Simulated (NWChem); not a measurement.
Molecule: C₂H₃BO₃; SMILES O=CB1OCO1

```xyz
9

O     -0.5140     2.3551     0.1867
C      0.3746     1.5413     0.2763
B      0.1177    -0.0189     0.1013
O     -1.0282    -0.7338    -0.1610
C     -0.1557    -1.8515    -0.0991
O      1.0031    -1.0742     0.1712
H      1.4271     1.8750     0.4902
H     -0.4045    -2.5355     0.7282
H     -0.0871    -2.3860    -1.0603
```
Atoms are numbered in this order, from 1.

Computed with NWChem. Pople sets run with spherical d functions. The geometry was optimised at PBE0/def2-SVP. Atomic charges in e: unrestrained fits to the electrostatic potential beside Mulliken populations; buried atoms are poorly determined by the fit.

For level B3LYP/def2-SVP:

```
Item         Result
-----------  ------
Mulliken O1   -0.20
Mulliken C2    0.20
ESP B3         0.58
Mulliken B3   -0.09
Mulliken O4   -0.22
Mulliken C5    0.43
```

Q: Estimate the same quantities for level Hartree-Fock/6-31G*.

A: The Mulliken O1 is -0.45 and the Mulliken C2 comes out as 0.06. The ESP B3 is 0.77 and the Mulliken B3 is 0.81. The Mulliken O4 is -0.60. The Mulliken C5 is 0.26.
